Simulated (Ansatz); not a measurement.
Reactions of C₂H₆GeO₂Si, SMILES `O[SiH](O)C#[C][GeH3]`.

Isolated molecules relaxed with PBE0-D4/def2-TZVP in Ansatz; ΔE leaves out vibrations. CBS: MP2 limit from def2 TZ/QZ plus the TZ coupled-cluster correction, frozen cores. Functionals use def2-TZVPP. B3LYP here is the variant with VWN-RPA as its local correlation; programs differ in this. For Ga, Ge outer-core shells are correlated without core-valence functions, which leaves a few kJ/mol of doubt a bond. Scalar relativity is left out up to krypton. Each species was taken in one conformer, which may not be the lowest.

```csv
reaction,PBE-D4 (kJ/mol),HF/CBS(def2) (kJ/mol),B3LYP-D4 (kJ/mol)
`O[SiH](O)C#[C][GeH3]` + `CNC` → `CN(C)[SiH](O)O` + `C#[C][GeH3]`,-23,-22,-29
`O[SiH](O)C#[C][GeH3]` + `C=C[SiH2][SiH2]O` → `C=C[SiH2][SiH](O)O` + `O[SiH2]C#[C][GeH3]`,4,11,5
`O[SiH](O)C#[C][GeH3]` + `CO[Si](O)(F)F` → `O[SiH](O)O[Si](O)(F)F` + `CC#[C][GeH3]`,-173,-185,-180
`O[SiH](O)C#[C][GeH3]` + `[F][Ga]([SiH3])[Cl]` → `[F][Ga]([Cl])[GeH3]` + `O[SiH](O)C#C[SiH3]`,-37,-37,-40
`O[SiH](O)C#[C][GeH3]` + `S[SiH2]Cl` → `O[SiH](O)S[SiH2]Cl` + `C#[C][GeH3]`,-34,-20,-30
```

(1) Give the CCSD(T)/CBS values in the same order. (An estimate is asked.)

Largest T1 diagnostic: 0.013, for `[F][Ga]([SiH3])[Cl]`.

Results:

(1) The calculation gave: -30, 6, -181, -36, -32 kJ/mol.
